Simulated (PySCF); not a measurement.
SMILES C[CH2][Ge]([OH])([OH])[OH], CAM-B3LYP/def2-SVP optimised geometry.

```
14

C     -1.04    -2.17    -1.42
C     -1.35    -0.68    -1.50
Ge    -0.67     0.31     0.00
O      1.10     0.31     0.00
O     -1.21     1.99     0.00
O     -1.17    -0.40     1.54
H      0.05    -2.35    -1.39
H     -1.47    -2.62    -0.51
H     -1.44    -2.72    -2.28
H     -0.92    -0.23    -2.41
H     -2.44    -0.50    -1.54
H      1.47     0.07     0.86
H     -0.48     2.62     0.06
H     -1.64     0.24     2.10
```

Density from CAM-B3LYP/def2-TZVP (PySCF) at that geometry.

Minimum of the electron density along straight lines between bonded atoms, close to the bond critical point (lines longer than 1.1 times the sum of covalent radii, or with two minima, are not listed):

```csv
bond,length / Å,ρ at the minimum / e bohr⁻³,∇²ρ there / e bohr⁻⁵,position (fraction from the first atom)
C1–C2,1.528,0.242,…,0.49
C2–Ge3,1.926,0.139,…,0.53
Ge3–O4,1.770,0.147,0.67,0.47
Ge3–O5,1.769,0.147,0.66,0.47
Ge3–O6,1.771,0.146,0.67,0.47
C1–H7,1.100,0.274,-0.93,0.64
C1–H8,1.100,0.274,-0.93,0.64
C1–H9,1.100,0.273,-0.93,0.64
C2–H10,1.101,0.271,-0.91,0.64
C2–H11,1.101,0.272,-0.91,0.64
O4–H12,0.965,0.351,-2.35,0.80
O5–H13,0.965,0.351,-2.35,0.80
O6–H14,0.965,0.351,-2.35,0.80
```

### Question
Complete the blanks.

### Answer

- C1–C2, ∇²ρ there / e bohr⁻⁵: -0.59
- C2–Ge3, ∇²ρ there / e bohr⁻⁵: 0.06
